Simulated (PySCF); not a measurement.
Dipole moment and polarisability of `F[SiH2]c1cccnc1`

Compound: C₅H₆FNSi.
Cartesian coordinates in Å at the GFN2-xTB level; atoms count from 1:
```xyz
14
C5H6FNSi angstrom
F     -2.6947    1.5547    0.2284
Si    -2.3309   -0.0107    0.1017
C     -0.4550   -0.1136    0.0099
C      0.3541    1.0207    0.0545
C      1.7305    0.8873   -0.0164
C      2.2596   -0.3891   -0.1289
N      1.5118   -1.4795   -0.1732
C      0.2022   -1.3387   -0.1061
H     -2.8564   -0.6203    1.3142
H     -2.9665   -0.4477   -1.1322
H     -0.0962    1.9993    0.1428
H      2.3764    1.7517    0.0166
H      3.3280   -0.5532   -0.1864
H     -0.3636   -2.2613   -0.1469
```

Level: B3LYP/def2-SVPD (PySCF), static field, nuclei fixed, core orbitals frozen in the response. The polarisability tensor in these axes (au):

```
x   114.17   1.63  -2.36
y     1.63  87.03   1.96
z    -2.36   1.96  58.47
```

What are the eigenvalues, a third of the trace, and Δα (Δα² = ½Σ(αi − αj)² over the three pairs)?

Principal values 58.23, 87.08 and 114.35 au; mean 86.55 au = 12.83 Å³ = 14.27 × 10⁻⁴⁰ C²·m²/J; Δα = 48.61 au (56 % of the mean).

What is the dipole moment, and where does it point?

(0.17, 0.49, 0.03) D, 0.52 D in size, pointing from the negative to the positive side. Measured along this direction, the outermost atoms are H14 at the negative end and H12 at the positive end.

Refractivity n − 1 of an ideal gas of it at 400 K and 1 atm, from the electronic α?

N = p/kT = 1.8347 × 10¹⁹ cm⁻³, so n − 1 = 2π × N × 12.83 × 10⁻²⁴ cm³ = 1479 × 10⁻⁶ at long wavelengths, for an ideal gas.

In TDDFT the mean static polarisability is Σ f/ω² over all singlet excitations (ω in hartree). How much of it do the 8 lowest give? Their energies (eV) and oscillator strengths: 4.63, 0.0031; 4.78, 0.0010; 5.52, 0.0362; 6.12, 0.0329; 6.15, 0.0638; 6.42, 0.0016; 6.83, 0.0004; 6.89, 0.0020.

They add up to 2.99 au, 3.5 % of the 86.55 au; the largest single term is 1.25 au, from the state at 6.15 eV. Terms in order: 0.11, 0.03, 0.88, 0.65, 1.25, 0.03, 0.01, 0.03 au. Higher excitations give the rest. The strengths listed sum to 0.141.

In a dilute gas of rigid molecules at 250 K, how does the orientational term μ²/3kT compare with the electronic polarisability?

In Gaussian units μ²/3kT = 2.64 Å³ against 12.83 Å³, a ratio of 0.21; the Debye molar polarisation (4π/3)N_A(α + μ²/3kT) is 39.0 cm³/mol, leaving out the vibrational part.

Traceless (Buckingham) quadrupole moment about the centre of nuclear charge: eigenvalues?

-13.99, -0.27, 14.26 D·Å. The values depend on the origin, since the dipole doesn't vanish. The electronic extent ⟨r²⟩ about the same centre is 1235 bohr², a root-mean-square distance of 2.29 Å for the 66 electrons.

Isolated species at its GFN2-xTB geometry (one conformer only).

The run behind these numbers computed excited states as well. On one thread of an Arm Neoverse N1, no GPU, shared host with 64 logical CPUs at a one-minute load of 50, this took 64 s wall and 0.85 GiB of memory at its peak.
